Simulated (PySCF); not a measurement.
How ionic is MB along the alkali metals?

PBE0 in PySCF with def2-SVPD on every atom (core potentials on Rb), for the lowest determinant that a PBE0 search found; no spin–orbit coupling. A negative dipole means M(+)B(−).

```tsv
M	state (unpaired electrons)	Re (Å)	μ (D)
Li	triplet (σ ↑, π ↑)	2.130	-5.78
Na	triplet (σ ↑, π ↑)	2.487	-6.03
K	triplet (σ ↑, π ↑)	2.874	-7.71
Rb	triplet (σ ↑, π ↑)	3.034	-8.04
```

Q: Give the ionic character |μ|/(e·Re) of each, with 1 e·Å = 4.803 D, and the positive end.

A: LiB 56 % (Li positive), NaB 50 % (Na positive), KB 56 % (K positive), RbB 55 % (Rb positive). Lone pairs and polarisation enter μ too, so this number is only a rough measure of charge transfer.

Spin–orbit coupling is left out. States were picked by a PBE0 search and need not be the measured ground states.
